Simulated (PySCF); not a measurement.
trans-(1R,2R)-1-bromo-2-fluorocyclopropane (C3H4BrF), SMILES C1[C@H]([C@@H]1F)Br. Atoms are numbered in the order given.

```xyz
9

F     -1.5162     2.2041     0.6799
C     -1.1468     1.1348    -0.0605
C     -1.7587    -0.1901     0.2471
C     -0.3251     0.0896     0.6010
Br     1.0995    -0.7594    -0.3398
H     -0.9332     1.3957    -1.1023
H     -2.4602    -0.2409     1.0844
H     -1.9750    -0.8606    -0.5884
H     -0.0857     0.2443     1.6556
```

Geometry optimised at PBE0-D3(BJ)/def2-SVP.

These are PBE/pcSseg-1 (PySCF) values and carry that method's errors.

GIAO shieldings, no solvent; atoms listed in one row are averaged. δ = σ(ref) − σ: ¹⁹F against CFCl3 (σ = 133.6 ppm); ¹³C against TMS (σ = 182.0 ppm); ¹H against TMS (σ = 31.49 ppm), references at their B3LYP-D3(BJ)/def2-TZVP geometries, non-relativistic (without spin–orbit terms, shifts of atoms bonded to Cl or Br come out too high).

```
nucleus  atoms  count  δ (ppm)
-------  -----  -----  -------
¹⁹F         F1      1   -243.4
¹³C         C2      1     80.9
¹³C         C4      1     34.5
¹³C         C3      1     22.6
¹H          H6      1     4.63
¹H          H9      1     3.14
¹H          H7      1     1.70
¹H          H8      1     1.16
```
